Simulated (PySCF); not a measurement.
H₄S₂Si, SMILES S[SiH2]S.

Geometry optimised at B3LYP-D3(BJ)/def2-TZVP. Other conformers were not sampled.

The numbers are results of TDDFT-PBE0/def2-SVPD (PySCF 2.14.0), not measurements.

Vertical excitations. Isolated molecule, no solvent. State labels are in the subgroup C2.

```json
[
 {"state": "S1", "symmetry": "B", "energy (eV)": "5.81", "λ (nm)": "213", "f": "0.006", "main pairs": "HOMO→LUMO 93 %"},
 {"state": "S2", "symmetry": "A", "energy (eV)": "6.13", "λ (nm)": "202", "f": "0.000", "main pairs": "HOMO−1→LUMO 80 %"},
 {"state": "S3", "symmetry": "B", "energy (eV)": "6.18", "λ (nm)": "201", "f": "0.077", "main pairs": "HOMO→LUMO+1 88 %"},
 {"state": "S4", "symmetry": "A", "energy (eV)": "6.35", "λ (nm)": "195", "f": "0.030", "main pairs": "HOMO→LUMO+2 67 %, HOMO−1→LUMO+1 21 %"},
 {"state": "S5", "symmetry": "A", "energy (eV)": "6.63", "λ (nm)": "187", "f": "0.001", "main pairs": "HOMO−1→LUMO+1 74 %, HOMO→LUMO+2 19 %"},
 {"state": "S6", "symmetry": "B", "energy (eV)": "6.86", "λ (nm)": "181", "f": "0.036", "main pairs": "HOMO−1→LUMO+2 80 %"},
 {"state": "S7", "symmetry": "A", "energy (eV)": "7.05", "λ (nm)": "176", "f": "0.019", "main pairs": "HOMO→LUMO+3 88 %"},
 {"state": "S8", "symmetry": "B", "energy (eV)": "7.33", "λ (nm)": "169", "f": "0.003", "main pairs": "HOMO→LUMO+4 91 %"},
 {"state": "S9", "symmetry": "A", "energy (eV)": "7.37", "λ (nm)": "168", "f": "0.000", "main pairs": "HOMO→LUMO+5 92 %"},
 {"state": "S10", "symmetry": "B", "energy (eV)": "7.52", "λ (nm)": "165", "f": "0.012", "main pairs": "HOMO−1→LUMO+3 79 %"},
 {"state": "T1", "symmetry": "B", "energy (eV)": "5.38", "λ (nm)": "231", "f": "0", "main pairs": "HOMO→LUMO 90 %"},
 {"state": "T2", "symmetry": "A", "energy (eV)": "5.73", "λ (nm)": "216", "f": "0", "main pairs": "HOMO−1→LUMO 61 %, HOMO→LUMO+2 20 %"},
 {"state": "T3", "symmetry": "B", "energy (eV)": "5.76", "λ (nm)": "215", "f": "0", "main pairs": "HOMO→LUMO+1 84 %"},
 {"state": "T4", "symmetry": "A", "energy (eV)": "5.92", "λ (nm)": "209", "f": "0", "main pairs": "HOMO→LUMO+2 53 %, HOMO−1→LUMO 22 %, HOMO−1→LUMO+1 20 %"}
]
```
Triplets are in the Tamm–Dancoff approximation, which puts them higher than full response would, so one can lie above its singlet here.
